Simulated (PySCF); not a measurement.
**Structure elucidation problem**

An unknown has the formula C7H9N. Its calculated NMR data are:

$^{1}$H NMR (500 MHz, computed): δ 7.34 (d, 1H), 7.33 (m, 1H), 6.87 (m, 1H), 6.74 (d, 1H), 3.31 (br s, 2H), 2.20 (s, 3H).

$^{13}$C{$^{1}$H} NMR (computed): δ 150.2 (C), 135.9 (CH), 133.0 (CH), 123.8 (C), 122.5 (CH), 117.3 (CH), 20.1 (CH3).

[PySCF 2.14.0 with density-fitted response routines: coordinates at the GFN2-xTB level; GIAO PBE0/pcSseg-1 shieldings; non-relativistic Hamiltonian; averaged over atoms made equivalent by symmetry, fast rotation or ring inversion; in vacuum; one conformer]

Scale: TMS for $^{1}$H (31.72 ppm) and $^{13}$C (186.93 ppm) (reference shieldings calculated alike).

Q: Which of these isomers gave the spectra?
A. [H]/N=C/[C@]12C[C@@H]3[C@H](C1)[C@@H]32
B. NCC1=C[C@@H]2[C@@H]3[C@H]1[C@H]23
C. Cc1ccccc1N
D. CCc1ccncc1

A: C. 

Rings plus π bonds: 4 (1 ring in the answer). 7 carbon signals for 7 carbons: no two carbons are equivalent. Carbon types of the structure: 2 × C, 4 × CH, 1 × CH3, leaving 2 H on heteroatoms. δC 150.2: aromatic carbon bearing nitrogen; the electronegative substituent deshields the carbon that carries it. δC 135.9, 133.0, 122.5, 117.3: aromatic CH. δC 123.8: substituted aromatic carbon. δH 3.31: hydrogen on an aniline-type nitrogen; exchangeable, gas-phase position. δH 2.20: hydrogen on a methyl carbon on an aromatic ring; benzylic-type position, deshielded by the ring.

The others: [H]/N=C/[C@]12C[C@@H]3[C@H](C1)[C@@H]32 would give 5 carbon signals, not 7; CCc1ccncc1 would give 5 carbon signals, not 7; NCC1=C[C@@H]2[C@@H]3[C@H]1[C@H]23 would give 6 carbon signals, not 7.

Exchangeable OH/NH protons stand at their gas-phase positions; hydrogen bonding in a real sample shifts them, mostly to higher δ. Shifts are as computed. Against solution values, carbons near 30 ppm lie about +3 ppm off and those near 130 ppm about +5 ppm (rms about the fit 2.1 ppm; single classes can miss by 10 ppm). Of 1328 compounds with measured shifts, 309 miss one by over three times the rms of a fit or turn the order of signals round; such compounds aren't used in these exercises. Signals without a measured value on file couldn't be tested in this way; 1H shifts scatter by 0.2 ppm about their fit, and single ones miss by 0.5 ppm. Multiplicities follow the n + 1 count of equivalent neighbours, as no J values were calculated; m marks all less simple cases, F and P coupling included.
